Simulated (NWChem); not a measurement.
System: C2H2BFO; SMILES C#CB(O)F

Input file for NWChem:

```
start job
memory heap 200 mb stack 900 mb global 1100 mb
geometry units angstroms noautosym nocenter noautoz
  B     -0.025274     0.512893     0.000000
  C     -0.038584    -1.027062     0.000000
  C     -0.011675    -2.254655     0.000000
  H     -0.001353    -3.337096     0.000000
  F     -1.174526     1.195828     0.000000
  O      1.125454     1.236739     0.000000
  H      1.911217     0.661464     0.000000
end
basis spherical
  * library def2-svp
end
dft
  xc hfexch
  iterations 150
end
property
  efieldgrad
end
task dft property
```

The geometry was optimised at PBE-D3(BJ)/def2-SVP.

Vzz is the largest principal value of the second derivative of the potential at the nucleus (NWChem prints the opposite sign); η is the asymmetry. Non-relativistic.

Atoms are numbered as in the input.

What results follow from this input? (Hartree-Fock/def2-SVP.) Quantities: Vzz B1 (a.u.); η B1; Vzz O6 (a.u.); η O6.

The vzz B1 (a.u.) comes out as 0.349. The η B1 comes out as 0.35. The vzz O6 (a.u.) is 1.371 and the η O6 comes out as 0.24.
